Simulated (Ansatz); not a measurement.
`OC[CH2][GaH2]` and `OBCCO` differ in one atom or group.

Ansatz, PBE0-D4/def2-TZVP geometries, multiplicity 1. Each molecule was computed in one conformer, which needn't be the lowest. `OC[CH2][GaH2]` holds a close contact that its SMILES doesn't draw: Ga···O 2.21 Å.

Scalar relativity is left out up to krypton.

```tsv
property	`OC[CH2][GaH2]`
HOMO–LUMO gap (PBE/def2-TZVPP) / eV	4.92
HOMO–LUMO gap (PBE0/def2-TZVPP) / eV	6.93
LUMO energy (ωB97M-V/def2-TZVPP) / eV	1.22
HOMO energy (ωB97M-V/def2-TZVPP) / eV	-9.47
LUMO energy (PBE/def2-TZVPP) / eV	-1.17
size of the dipole moment (B3LYP/def2-TZVPP) / D	2.93
```

Question: What does the change do to each property? (Best estimate.)

Answer: The calculation gave: 
```
                                        property  `OBCCO`  shift
             HOMO–LUMO gap (PBE/def2-TZVPP) / eV     4.93   0.01
            HOMO–LUMO gap (PBE0/def2-TZVPP) / eV     7.61   0.68
           LUMO energy (ωB97M-V/def2-TZVPP) / eV     1.77   0.55
           HOMO energy (ωB97M-V/def2-TZVPP) / eV   -10.16  -0.69
               LUMO energy (PBE/def2-TZVPP) / eV    -1.12   0.05
size of the dipole moment (B3LYP/def2-TZVPP) / D     2.21  -0.72
```

With PBE0 the HOMO falls by 0.45 eV and the LUMO rises by 0.23 eV, so the gap widens by about 0.68 eV. PBE moves the HOMO by 0.04 eV and ωB97M-V by -0.69 eV. Dipoles are sizes alone; their direction can turn.

B3LYP here is the variant with VWN-RPA as its local correlation; programs differ in this.
